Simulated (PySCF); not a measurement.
**Dipole response of Li⁺ (lithium, charge +1)**

1s2, closed-shell 1S. Calculation: PySCF 2.14, in aug-cc-pCVQZ-DK (9s8p6d4f2g, 109 functions); scalar relativity by spin-free X2C-1e. Coupled (time-dependent) response in atomic units; α is the mean over directions.

```csv
method,mean α (bohr³),C₆ (like pair),S(−4)
UHF,0.1892,0.07638,0.02622
PBE,0.2077,0.08634,0.03339
PBE0,0.2022,0.08336,0.03108
PBEsol,0.2108,0.08830,0.03431
wB97X-V,0.2032,0.08375,0.03172
```

S(−4) is the Cauchy moment in α(ω) = α(0) + S(−4) ω² + …

α(iu) at wB97X-V:

| u (hartree) | α(iu) (bohr³) |
| --- | --- |
| 0 | 0.2032 |
| 0.0500 | 0.2031 |
| 0.100 | 0.2029 |
| 0.200 | 0.2019 |
| 0.300 | 0.2004 |
| 0.500 | 0.1956 |
| 0.750 | 0.1870 |
| 1.00 | 0.1763 |
| 1.50 | 0.1523 |
| 2.00 | 0.1288 |
| 3.00 | 0.09098 |
| 5.00 | 0.04889 |

For an ion, C₆ is the dispersion term alone; charge-induced terms of lower order in 1/R come first.
